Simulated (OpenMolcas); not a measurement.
## What dynamic correlation does to the levels of P I

```
Program             : OpenMolcas
Basis               : ANO-RCC-VQZP [6s5p3d2f1g]
Scalar Hamiltonian  : DKH3, point nucleus
Active space        : 5 electrons in 4 orbitals (3s 3p)
State averaging     : 2S+1 = 4 odd, 1 root; 2S+1 = 2 odd, 8 roots
Spin-orbit coupling : RASSI with atomic mean-field integrals over the reference wave functions, term energies averaged over their components
```

Methods on the same reference wave functions:
A. CASSCF
B. SS-CASPT2, IPEA 0.25 Eh, imaginary shift 0.1 Eh (closed shells correlated: 2s 2p)

Energies in cm-1 above 3s2 3p3 4S* 3/2, the measured ground level; measured values from NIST Handbook of Basic Atomic Spectroscopic Data.

| Level | A | B | Measured |
| --- | --- | --- | --- |
| 3s2 3p3 4S* 3/2 | 0.0 | 0.0 | 0.0 |
| 3s2 3p3 2D* 3/2 | 15336 | 11250 | 11361 |
| 3s2 3p3 2D* 5/2 | 15347 | 11250 | 11377 |
| 3s2 3p3 2P* 1/2 | 20715 | 18380 | 18723 |
| 3s2 3p3 2P* 3/2 | 20720 | 18380 | 18748 |

Deviations, from unrounded energies. A percentage is the sum of absolute deviations over the sum of measured energies, with the sign that they share, or ± where signs differ.

| Against measurement | Levels | A | B |
| --- | --- | --- | --- |
| mean absolute deviation (cm-1) | 4 | 3000 | 240 |
| other terms of the ground configuration (%) | 4 | +19.8 | -1.6 |

B lies closest to measurement on these levels. The largest miss of B in the table is 3s2 3p3 2P* 3/2, by -360 cm-1. The ranking rests on the paired levels alone, and a cruder setting can come out closer through cancelling errors.

From A to B the spin-free energies of the other terms of 3s2 3p3 shown, above 4S*, scale by factors of 0.73 to 0.89.

The lowest spin-free term lies below A's lowest term by 0.131 hartree in B.

CASPT2 does not keep the components of a term degenerate, so their means are used; among the terms shown or strongly mixed into the levels shown the widest spread is 180 cm-1 (3s2 3p3 2D*, B). No level of 3s 3p4 was computed, though it lies in the active space. Without dynamic correlation excited terms often stand tens of per cent too high (terms of higher spin than the ground term too low), and those without a measured partner can miss by more than the paired ones (holds for A). Measured partners are found by configuration, term and J. A level has none where our copy of the source lacks it or the pairing is in doubt (some pairs that miss far off the trend of their configuration count as doubtful), and it then counts in no deviation. Levels of configurations outside the active space are missing.

* marks odd parity.
